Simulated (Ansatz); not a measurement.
System: SbHF, charge 0, doublet. SbHF (SMILES [SbH][F], doublet).
B3LYP-D3(BJ)/def2-TZVP minimum from Ansatz (an electronic-structure program):
```
Sb
F 1 1.9373
H 1 1.7265 2 93.25
```
Charge 0, spin multiplicity 2.

Atomisation energy term by term, kcal/mol (programs: Ansatz). UHF or UKS for unpaired electrons; spin-orbit terms are left out. Cores are frozen in correlated methods (noble-gas shells, and filled d and f shells in the p block). Past Kr the def2 sets carry scalar-relativistic core potentials. CBS(X,Y): correlation extrapolated as X^-3, Hartree-Fock from the larger set. A bracket is a step between two methods taken in the basis named. For partners of very few electrons the exact lower level stands in for a higher one. Spin-orbit terms, left out, reach several kcal/mol for Br and I, and more for heavier atoms.

| term | basis | kcal/mol |
|---|---|---|
| Hartree-Fock | def2-QZVPP | 93.98 |
| CCSD correlation | CBS(def2-TZVPP,def2-QZVPP) | 62.04 |
| (T) | CBS(def2-TZVPP,def2-QZVPP) | 4.42 |
| CCSDT(Q) - CCSD(T) | def2-TZVPP | 0.20 |
| CCSDTQ - CCSDT(Q) | def2-SVP | -0.06 |
| sum: De |  | 160.6 |

The step beyond CCSD(T) by other levels: CCSDTQ in def2-SVP 0.50; CCSDT(Q) in def2-SVP 0.56 kcal/mol.
